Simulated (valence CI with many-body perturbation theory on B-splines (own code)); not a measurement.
The numbers below are computed, except where a source is named.
# Hyperfine factors and g values of Gd23+

Level of theory: configuration interaction combined with many-body perturbation theory (CI+MBPT): five valence electrons over a frozen Dirac-Fock core [Kr], radial functions for each j: 7 s, 7 p, 8 d, 6 f, 4 g, 1 h, with the one-electron correlation potential Σ1, the two-electron term Σ2, the three-electron term Σ3, Breit, model QED; selected CI, second order for the rest (own B-spline code, finite nucleus).

No measured levels were compared; by estimate terms of the open shell hold to 2 to 4 % of their energy, and close levels can change places. Core correlation moves these levels by up to 11000 cm⁻¹, and in measured spectra 5 to 20 % of such shifts remained as error; rates that hang on mixing are uncertain with them. Only levels of the ground parity were solved; by the run's estimate the other parity begins above the list, which can be wrong where configurations are misplaced.

A/g_I is the dipole constant over the nuclear g factor μ/I (μ in nuclear magnetons, uniformly magnetised nucleus), B/Q the quadrupole constant per barn. Both hold the static response of the core; the bare values leave it out. Large factors of s and p1/2 electrons are usually good to 5 to 10 %; those of open d and f shells near neutrality can be off by tens of per cent, and small factors of p3/2, d and f electrons come from cancelling terms and can be off by a factor of two or in sign, in half-filled shells by more. B is blank for J = 1/2, where it vanishes, and for nearly pure S terms. Energies count from the lowest level.

Levels are named by their leading jj configuration (3d3/2^4 stands for four electrons in 3d with j = 3/2), which in mixed levels can hold well under half, so a name can repeat and another be missing. Letters in brackets count levels of one name in rising energy.

| Level | E (cm⁻¹) | g | A/g_I (MHz) | A/g_I bare | B/Q (MHz/b) | B/Q bare |
| --- | --- | --- | --- | --- | --- | --- |
| (4d3/2^4 4d5/2) J=5/2 | 0.0 | 1.668 | 1380 | 2350 | 3770 | 3570 |
| (4d3/2^3 4d5/2^2) J=5/2 [a] | 41918 | 1.186 | 3590 | 3770 | 6220 | 5930 |
| (4d3/2^3 4d5/2^2) J=7/2 [a] | 68505 | 1.142 | 5310 | 5410 | 8910 | 8510 |
| (4d3/2^3 4d5/2^2) J=3/2 [a] | 71119 | 1.267 | 5860 | 6160 | 7340 | 7020 |
| (4d3/2^3 4d5/2^2) J=11/2 | 73756 | 1.155 | 6440 | 6550 | -128 | -158 |
| (4d3/2^3 4d5/2^2) J=9/2 | 80525 | 1.157 | 5810 | 5930 | 8080 | 7710 |
| (4d3/2^3 4d5/2^2) J=5/2 [b] | 82469 | 1.125 | 5650 | 5720 | 1940 | 1870 |
| (4d3/2^3 4d5/2^2) J=1/2 | 87533 | 1.795 | -3140 | -1940 |  |  |
| (4d3/2^3 4d5/2^2) J=7/2 [b] | 99247 | 1.136 | 6610 | 6700 | -6420 | -6130 |
| (4d3/2^2 4d5/2^3) J=5/2 [a] | 108550 | 1.220 | 3770 | 4000 | 8.08 | 6.52 |
| (4d3/2^2 4d5/2^3) J=7/2 [a] | 119200 | 1.205 | 4810 | 5010 | -3280 | -3150 |
| (4d3/2^3 4d5/2^2) J=3/2 [b] | 121950 | 0.807 | 11600 | 11200 | -7230 | -6910 |
| (4d3/2^2 4d5/2^3) J=11/2 | 122780 | 1.058 | 6780 | 6730 | 448 | 436 |
| (4d3/2^2 4d5/2^3) J=9/2 [a] | 128180 | 1.148 | 5660 | 5770 | -1570 | -1510 |
| (4d3/2^2 4d5/2^3) J=1/2 [a] | 129390 | 0.694 | 15100 | 14500 |  |  |
| (4d3/2^2 4d5/2^3) J=3/2 [a] | 135300 | 1.192 | 5470 | 5650 | 793 | 752 |
| (4d3/2^2 4d5/2^3) J=13/2 | 135520 | 1.075 | 7080 | 7060 | -8.01 | 0.986 |
| (4d3/2^2 4d5/2^3) J=5/2 [b] | 140180 | 1.012 | 7580 | 7450 | -1960 | -1860 |
| (4d3/2^2 4d5/2^3) J=9/2 [b] | 154220 | 1.109 | 6380 | 6420 | 776 | 744 |
| (4d3/2^2 4d5/2^3) J=7/2 [b] | 157950 | 0.991 | 8660 | 8500 | -586 | -560 |
| (4d3/2^2 4d5/2^3) J=5/2 [c] | 160610 | 1.035 | 7400 | 7310 | 2160 | 2050 |
| (4d3/2^2 4d5/2^3) J=3/2 [b] | 168220 | 0.800 | 11100 | 10600 | 753 | 739 |
| (4d3/2^2 4d5/2^3) J=7/2 [c] | 175510 | 1.064 | 7710 | 7670 | 2000 | 1910 |
| (4d3/2^2 4d5/2^3) J=1/2 [b] | 175890 | 1.874 | -3600 | -2270 |  |  |
| (4d3/2 4d5/2^4) J=5/2 [a] | 179790 | 1.217 | 3250 | 3480 | -5190 | -4950 |
| (4d3/2^2 4d5/2^3) J=9/2 [c] | 191150 | 1.101 | 6470 | 6490 | 6050 | 5810 |
| (4d3/2 4d5/2^4) J=7/2 [a] | 197930 | 1.195 | 4840 | 5020 | -12200 | -11700 |
| (4d3/2 4d5/2^4) J=11/2 | 204520 | 1.067 | 6920 | 6880 | -298 | -239 |
| (4d3/2 4d5/2^4) J=3/2 [a] | 208620 | 0.882 | 7740 | 7400 | -7870 | -7520 |
| (4d3/2 4d5/2^4) J=5/2 [b] | 220910 | 1.127 | 5830 | 5900 | 6330 | 6060 |
| (4d3/2 4d5/2^4) J=9/2 | 224710 | 1.111 | 6120 | 6170 | -13300 | -12700 |
| (4d3/2^2 4d5/2^3) J=3/2 [c] | 231530 | 1.218 | 5530 | 5750 | -5320 | -5100 |
| (4d3/2^2 4d5/2^3) J=5/2 [d] | 233100 | 1.105 | 5640 | 5670 | -1920 | -1820 |
| (4d3/2 4d5/2^4) J=7/2 [b] | 238740 | 0.967 | 8140 | 7940 | 11600 | 11100 |
| (4d3/2 4d5/2^4) J=1/2 | 263390 | 0.964 | -179 | -350 |  |  |
| (4d5/2^5) J=5/2 | 291440 | 1.170 | 4800 | 4940 | -11400 | -10800 |
| (4d3/2 4d5/2^4) J=3/2 [b] | 294920 | 0.882 | 11400 | 11000 | 11500 | 11000 |

Problem. Take the isotope of mass number 157, with I = 3/2, μ = -0.3398 μN and Q = 1.35 b. What is the hyperfine structure of (4d3/2^3 4d5/2^2) J=3/2 [a]?

Solution. From the table A = -1330 MHz, B = 9910 MHz. Shifts from the centre of gravity in MHz: F = 0: 17400, F = 1: 6140, F = 2: -6440, F = 3: -515.
